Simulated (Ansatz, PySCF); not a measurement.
Dimer: CH3Cl (SMILES CCl) (first 5 atoms) with H2 (SMILES [H][H]); geometry from B3LYP-D3(BJ)/def2-TZVP.
(charge 0, multiplicity 1):
| atom | x (Å) | y (Å) | z (Å) |
|---|---|---|---|
| C | -0.2693 | 1.0804 | -0.4277 |
| Cl | -0.1522 | -0.7034 | -0.2695 |
| H | -1.1997 | 1.3174 | -0.9347 |
| H | -0.2559 | 1.5117 | 0.5687 |
| H | 0.5809 | 1.4279 | -1.0066 |
| H | -0.0957 | 0.4065 | 3.2490 |
| H | -0.0886 | -0.0494 | 2.6598 |

Basis-set superposition error: the interaction energy with monomers in their own basis, and in the dimer's basis (counterpoise).

Run with Ansatz (Gaussian basis) for Hartree–Fock, density functionals and correlated methods; PySCF for 6-31G* rows. 

```
level                    uncorrected (kJ/mol)  counterpoise (kJ/mol)  difference
-----------------------  --------------------  ---------------------  ----------
HF/aug-cc-pV(D+d)Z                        0.6                    1.0         0.4
HF/aug-cc-pV(T+d)Z                        0.9                    1.0         0.1
PBE/def2-TZVPPD                          -2.2                   -2.1         0.1
B3LYP/6-31G*                             -0.6                    0.2         0.8
wB97M-V/def2-TZVPPD                      -2.7                   -2.5         0.1
MP2/6-31G*                               -0.6                    0.5         1.1
MP2/aug-cc-pV(T+d)Z                      -3.3                   -2.6         0.7
SCS-MP2/aug-cc-pV(T+d)Z                  -2.5                   -1.7         0.8
CCSD/aug-cc-pV(T+d)Z                     -2.7                   -2.1         0.6
CCSD(T)/aug-cc-pV(D+d)Z                  -3.6                   -1.9         1.7
```

The error is largest for CCSD(T)/aug-cc-pV(D+d)Z (1.7 kJ/mol) and smallest for PBE/def2-TZVPPD (0.1 kJ/mol).

Ansatz is a first-principles code.
